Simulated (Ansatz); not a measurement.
`[OH][Hf]([F])([F])[F]`. Total charge 0; spin multiplicity 1. Hf: def2 effective core potential.

Cartesian coordinates in Å:
```
O 0.038 -1.128 -0.887
Hf -0.010 0.365 0.288
F -1.816 0.851 0.657
F 0.859 -0.067 1.929
F 0.878 1.852 -0.507
H 0.050 -1.872 -1.480
```

Task: List the harmonic frequencies (cm⁻¹, unscaled) at PBE0-D4/def2-TZVP in Ansatz. (An estimate is asked.)

Result: Ansatz gave: 160, 160, 170, 173, 173, 226, 226, 640, 640, 654, 731, 4022.

Task: Is this a minimum?

Result: Yes, all 12 modes are real.

Task: Give the ideal-gas thermochemistry at 298.15 K and 1 bar (rigid rotor, harmonic oscillator; point group C3v, symmetry number 3).

Result: Zero-point energy 47.7 kJ/mol; H(298) − E = 69.8 kJ/mol; entropy 355.7 J/(mol·K), of which translation 177.8, rotation 104.3, vibration 73.5; G(298) − E = -36.3 kJ/mol.
